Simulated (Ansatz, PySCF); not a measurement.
C3H12BNSi (SMILES CB(C)N(C)[SiH3]), singlet, at a GFN2-xTB geometry, atoms displaced at random by about 0.03 Å a coordinate. Base run: PBE0/STO-3G, gradient (PySCF).

The PySCF input:
```python
from pyscf import gto, scf, dft

mol = gto.M(
    atom='''
Si   -1.43014871   -0.14683122   -1.12858458
N    -0.43068005    0.08728554    0.24524435
C    -1.05869153    0.18716166    1.51872370
B     1.00071928    0.01183859    0.14967940
C     1.74411110   -0.12386554   -1.19347403
C     1.92567982    0.21479526    1.49645345
H    -1.36728212    1.05202075   -1.92529737
H    -2.81150507   -0.31652784   -0.62331456
H    -1.03603881   -1.32626667   -1.91296412
H    -0.70149879    1.16721620    2.03616919
H    -2.17093227    0.26202449    1.44743978
H    -0.76591308   -0.70647491    2.17008071
H     2.71711546    0.29564627   -1.18277734
H     1.18073603    0.36665533   -1.99671035
H     1.84468132   -1.15662772   -1.48470474
H     1.53878373   -0.61926049    2.24594087
H     1.71851957    1.10166644    2.02356625
H     2.92778702    0.02048501    1.35219031
''',
    basis='sto-3g',
    verbose=4,
)

mf = dft.RKS(mol)
mf.xc = 'pbe0'
mf.kernel()
g = mf.nuc_grad_method()
grad = g.kernel()
```

Programs used: Ansatz (a quantum-chemistry and plane-wave program), PySCF; a row that names a program was run with it.

The coordinate followed is z of atom 12.

Variants of this job, named by their change:

| change | dE/dx (Eh/bohr) | net force (Eh/bohr) |
|---|---|---|
| base | 0.008839 | 0.000033 |
| grids.level = 1; grid_response = off | 0.008841 | 0.000143 |
| code = ansatz | 0.008834 | 0.000000 |
| grids.level = 5; grid_response = off | 0.008838 | 0.000002 |
| finite difference step (bohr) = 1e-5; conv_tol = 1e-11 | 0.008833 | - |
| grid_response = on | 0.008833 | 0.000000 |
| grids.level = 0; grid_response = off | 0.008962 | 0.003212 |
| grids.level = 5; grid_response = on | 0.008839 | 0.000000 |
| conv_tol = 1e-6 | 0.008839 | 0.000033 |
| conv_tol = 1e-11 | 0.008839 | 0.000033 |
| finite difference step (bohr) = 1e-4; conv_tol = 1e-11 | 0.008833 | - |
| finite difference step (bohr) = 0.2; conv_tol = 1e-11 | 0.008335 | - |

The net force is zero for an exact gradient.
